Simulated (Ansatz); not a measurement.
The first iterations of a band of CH$_{3}$F$_{2}$Sb (7 atoms, charge 0, multiplicity 1).

Theory: Ansatz 0.2.0, RKS PBE0-D4/def2-SVP.

```json
{
 "movable images": "7",
 "climbing image": "yes",
 "spring": "20.0 eV/Å²",
 "optimiser": "quadratic models (default)",
 "start path": "IDPP",
 "force threshold": "0.03 eV/Å",
 "iteration limit": "57",
 "end points": "relaxed"
}
```

Image 0:

```xyz
7
Properties=species:S:1:pos:R:3
C -0.278 0.791 -0.216
Sb -0.354 -1.082 0.825
F 1.511 -0.985 1.332
F -0.057 -2.102 -0.792
H -1.181 0.926 -0.829
H -0.190 1.623 0.498
H 0.610 0.762 -0.864
```

Image 8:

```xyz
7
Properties=species:S:1:pos:R:3
C -0.150 0.804 -0.318
Sb 0.951 -1.035 -0.167
F 0.942 -1.011 1.769
F -0.637 -2.128 -0.347
H -1.168 0.550 -0.647
H -0.189 1.245 0.689
H 0.313 1.508 -1.024
```

| iteration | highest image above the first end (eV) | largest band force component (eV/Å) |
| --- | --- | --- |
| 1 | 4.039 | 5.492 |
| 2 | 2.337 | 1.709 |

Question: Does the band converge within its limit, and where does its top end?

Answer: The run converged. It ended after 8 iterations with the highest image 1.519 eV above the first end. Another band between the same ends (7 images) ends at a top of the same energy, where a vibrational analysis finds 1 clearly imaginary mode.

Run time: 3.6 min on 1 thread of Arm Neoverse V2 (shared host), peak memory 0.17 GiB.
